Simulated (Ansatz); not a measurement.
Geometry optimisation, Ansatz 0.2.0, RKS PBE0-D4/def2-SVP.

Input file:

```yaml
crystal:
  periodic: [false, false, false]
  atoms:
    - { symbol: "N", position_ang: [-0.3503, 1.1887, -0.573] }
    - { symbol: Al, position_ang: [-0.0616, -0.4068, 0.3377] }
    - { symbol: O, position_ang: [1.5738, -0.7326, 1.0218] }
    - { symbol: F, position_ang: [-1.2949, -1.6142, 0.5164] }
    - { symbol: H, position_ang: [-0.7302, 0.9704, -1.5585] }
    - { symbol: H, position_ang: [-1.1982, 1.7112, -0.0974] }
    - { symbol: H, position_ang: [2.1226, -1.1848, 0.3073] }
basis:
  gaussian: { orbitals: def2-SVP }
hamiltonian:
  xc: pbe0
  dispersion: d4
relax:
  f_tol: 0.015
  max_steps: 40
output:
  orbitals: {}
```

Command:

```bash
$ ansatz run input.yaml --threads 1 --pin off --max-ram 2048MiB --backend cpu --events-out ev --progress --plain --runs-dir out
```

Problem. Where does it end, and by what steps?

Solution. The forces met the threshold. After 12 steps the energy has fallen by 0.994 eV; H6 moved furthest, 1.30 Å.

```csv
step,energy less start (eV),largest force component (eV/Å),accepted
0,0.0000,2.792,yes
1,-0.3699,1.481,yes
2,-0.4765,1.035,yes
3,-0.5944,0.387,yes
4,-0.6902,0.337,yes
5,-0.7359,1.406,yes
6,-0.8622,0.844,yes
7,-0.9310,0.395,yes
8,-0.9719,0.155,yes
9,-0.9907,0.135,yes
10,-0.9933,0.102,yes
11,-0.9940,0.020,yes
12,-0.9940,0.004,yes
```

```xyz
7
Properties=species:S:1:pos:R:3
N -0.585 0.935 -0.528
Al -0.128 -0.622 0.150
O 1.384 -1.001 0.804
F -1.265 -1.829 0.154
H -1.502 1.131 -0.913
H 0.004 1.756 -0.596
H 2.153 -0.439 0.884
```

Whether the end is a true minimum wasn't checked by a vibrational analysis.

Run time: 43 s on 1 thread of Intel(R) Xeon(R) Platinum 8259CL CPU @ 2.50GHz (Skylake/Cascade Lake), with other jobs on the host, peak memory 0.18 GiB.
